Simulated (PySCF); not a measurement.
A geometry optimisation on `C[C](C)([GeH]1[CH2]C=C[CH2]1)C`.

Method: PBE0-D3(BJ)/def2-SVP geometry optimisation, gas phase (PySCF 2.14.0). Start geometry: GFN2-xTB. A driver script takes a list of jobs; this job's settings line and coordinates (Å) are shown.

Input:
```
{"job": {"xc": "PBE0", "basis": "def2-SVP", "d3": "d3bj", "grid": 1, "kind": "geom"}, "charge": 0, "multiplicity": 1}
C     -1.998529     1.422091    -0.456859
C     -1.341859     0.099619    -0.081611
C     -1.100546    -0.735407    -1.331694
C     -2.234782    -0.661912     0.889859
Ge     0.447310     0.470153     0.805815
C      1.850864     1.250610    -0.379946
C      2.856378     0.146558    -0.498868
C      2.731940    -0.959112     0.215831
C      1.581822    -1.133943     1.159682
H     -2.960606     1.249099    -0.938889
H     -1.367453     1.984102    -1.143667
H     -2.164031     2.030526     0.430926
H     -0.622693    -1.679943    -1.075997
H     -2.040947    -0.955232    -1.837064
H     -0.455303    -0.203962    -2.029658
H     -3.201571    -0.876225     0.434686
H     -2.402711    -0.075879     1.792129
H     -1.774402    -1.606208     1.176459
H      0.224388     1.306377     2.062278
H      2.316238     2.134552     0.058436
H      1.489409     1.543129    -1.366837
H      3.681844     0.289435    -1.183508
H      3.450980    -1.764338     0.144620
H      1.080217    -2.084946     0.974438
H      1.943107    -1.164999     2.188573
```

Estimate the output.

```
step   0  E = -2390.36565573  max force = 0.014625
step   1  E = -2390.37026861  max force = 0.003498
step   2  E = -2390.37039430  max force = 0.001270
step   3  E = -2390.37040944  max force = 0.000379
step   4  E = -2390.37041043  max force = 0.000483
step   5  E = -2390.37041280  max force = 0.000247
optimisation converged
```

Energies in Eh; «max force» is the largest Cartesian gradient component in Eh/bohr.

How much energy does the optimisation release, in eV?

E(step 0) − E(last step) = 0.004757 Eh, which is 0.129 eV.

Summary of the converged run: final energy -2390.37041 Eh after 5 steps; dipole 0.44 D.

Give the final coordinates.

0.078 Å rms from the input after alignment:
```
atom  x, y, z in Å
C1    -2.0662    1.0700   -0.2608
C2    -1.4152   -0.2574    0.1248
C3    -1.1392   -1.0924   -1.1248
C4    -2.3192   -1.0275    1.0861
Ge5    0.3071    0.1147    1.0310
C6     1.6671    0.8736   -0.1822
C7     2.6569   -0.2515   -0.3060
C8     2.5129   -1.3703    0.4212
C9     1.3597   -1.5192    1.3743
H10   -3.0326    0.8948   -0.7677
H11   -1.4347    1.6514   -0.9521
H12   -2.2667    1.6996    0.6211
H13   -0.6607   -2.0543   -0.8814
H14   -2.0826   -1.3184   -1.6538
H15   -0.4825   -0.5656   -1.8352
H16   -3.2914   -1.2502    0.6100
H17   -2.5261   -0.4522    2.0030
H18   -1.8741   -1.9898    1.3870
H19    0.0515    0.9685    2.2948
H20    2.1344    1.7839    0.2299
H21    1.2464    1.1596   -1.1615
H22    3.5050   -0.1486   -0.9935
H23    3.2432   -2.1832    0.3290
H24    0.7838   -2.4404    1.1807
H25    1.7024   -1.5848    2.4208
```

On Arm Neoverse V2, one thread, no GPU, shared host, this took 3.1 min.
Labels such as C1 count atoms from 1, the log's own numbers from 0.
